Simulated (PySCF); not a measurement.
**How exact exchange moves a shielding**

Molecule: SMILES [SiH2](N=C)N[SiH3], CH8N2Si2.

Mapped SMILES: `[CH2:1]=[N:2][SiH2:3][NH:4][SiH3:5]` (H(Xn): hydrogen on atom n). Ha(C1) is cis to Si3; Hb(C1) is trans to Si3.

GIAO shieldings (ppm, equivalent atoms averaged) in PySCF 2.14 on the PBE0-D3(BJ)/def2-SVP geometry, basis pcSseg-1, gas phase, non-relativistic:

```csv
functional,exact exchange (%),σ(C1),σ(Si3),σ(Si5)
BLYP,0,6.6,349.8,380.9
BP86,0,9.2,355.3,385.9
PBE,0,9.2,355.3,387.2
B3LYP,20,8.3,362.9,392.7
PBE0,25,11.3,372.1,402.2
mPW1PW91,25,10.7,371.7,400.6
HF,100,21.8,419.7,444.7
```

Task: Fit each shielding as a line in the percentage of exact exchange.

Result: σ(C1) = 7.7 + 0.14 x (rms 1.2 ppm); σ(Si3) = 353.4 + 0.66 x (rms 2.4 ppm); σ(Si5) = 384.5 + 0.60 x (rms 2.5 ppm). The functionals also differ in their semilocal parts, which the line can't hold; Hartree–Fock has no correlation at all.

Task: What does the line predict for BHandHLYP (50 %), and what does the run give?

Result: σ(C1): 14.7 predicted, 11.8 computed; σ(Si3): 386.4 predicted, 383.0 computed; σ(Si5): 414.5 predicted, 411.4 computed ppm.
